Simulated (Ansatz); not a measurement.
Ansatz results at the PBE0-D4/def2-TZVP geometry: zero-point energy (PBE0-D4/def2-TZVP) 114.5 kJ/mol; size of the dipole moment (B3LYP/def2-TZVPP) 0.48 D; ideal-gas entropy at 298 K and 1 bar (rigid rotor, harmonic PBE0-D4/def2-TZVP) 266 J/(mol·K).

Each molecule was computed in one conformer, which needn't be the lowest.

Q: Which molecule gave them?
A. `C[O][In][OH]`•
B. `[SiH3][SiH][SiH3]`•
C. `[SiH2][SiH2]Cl`•
D. `N[B]O`•

A: D. The others give `[SiH2][SiH2]Cl`•: 88.8, 1.27, 327; `C[O][In][OH]`•: 139.5, 2.21, 359; `[SiH3][SiH][SiH3]`•: 150.3, 0.06, 360.

B3LYP here is the variant with VWN-RPA as its local correlation; programs differ in this.
